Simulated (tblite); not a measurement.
Isomers of C5H10F2O2. All values are computed: GFN2-xTB (tblite) harmonic vibrations without scaling, gas phase. The method is semi-empirical: single wavenumbers can be off by several per cent or more. One conformer each.

Electronic energies: GFN2-xTB at the same geometries; isomer energies are rough at this level and their order can be wrong.

```
                 SMILES  electronic energy, lowest = 0 (kJ/mol)
      CC[C@H](O)COC(F)F                                     5.2
          CCOC(F)(F)COC                                     0.0
CO[C@@H](CF)[C@@H](F)OC                                    48.0
          COC(CC(F)F)OC                                    32.1
     COCO[C@@H](C)C(F)F                                    23.3
```

How do GFN2-xTB zero-point energies change the relative energies?

```csv
SMILES,ZPE (kJ/mol),of it from modes above 1550 cm⁻¹,electronic (kJ/mol),"with ZPE, lowest = 0 (kJ/mol)",lowest mode (cm⁻¹),rings
CCOC(F)(F)COC,391.1,178.6,0.0,0.0,39,0
CC[C@H](O)COC(F)F,394.5,180.9,5.2,8.6,36,0
COCO[C@@H](C)C(F)F,392.0,177.8,23.3,24.1,41,0
COC(CC(F)F)OC,390.1,176.3,32.1,31.1,42,0
CO[C@@H](CF)[C@@H](F)OC,390.1,176.8,48.0,47.0,39,0
```

The zero-point energies span 4.4 kJ/mol, from `COC(CC(F)F)OC` to `CC[C@H](O)COC(F)F`. The order is unchanged.

What do entropy and thermal enthalpy add at 298.15 K and 1 bar (rigid rotor, harmonic oscillator, one conformer each)?

```json
{"SMILES": "CCOC(F)(F)COC", "point group": "C1", "symmetry number": "1", "S (J/(mol K))": "427.5", "H − H(0) (kJ/mol)": "30.48", "ZPE + H − H(0) − TS (kJ/mol)": "294.1"}
{"SMILES": "CC[C@H](O)COC(F)F", "point group": "C1", "symmetry number": "1", "S (J/(mol K))": "430.6", "H − H(0) (kJ/mol)": "30.04", "ZPE + H − H(0) − TS (kJ/mol)": "296.1"}
{"SMILES": "COCO[C@@H](C)C(F)F", "point group": "C1", "symmetry number": "1", "S (J/(mol K))": "431.0", "H − H(0) (kJ/mol)": "30.50", "ZPE + H − H(0) − TS (kJ/mol)": "294.0"}
{"SMILES": "COC(CC(F)F)OC", "point group": "C1", "symmetry number": "1", "S (J/(mol K))": "435.8", "H − H(0) (kJ/mol)": "30.92", "ZPE + H − H(0) − TS (kJ/mol)": "291.1"}
{"SMILES": "CO[C@@H](CF)[C@@H](F)OC", "point group": "C1", "symmetry number": "1", "S (J/(mol K))": "436.0", "H − H(0) (kJ/mol)": "31.20", "ZPE + H − H(0) − TS (kJ/mol)": "291.3"}
```
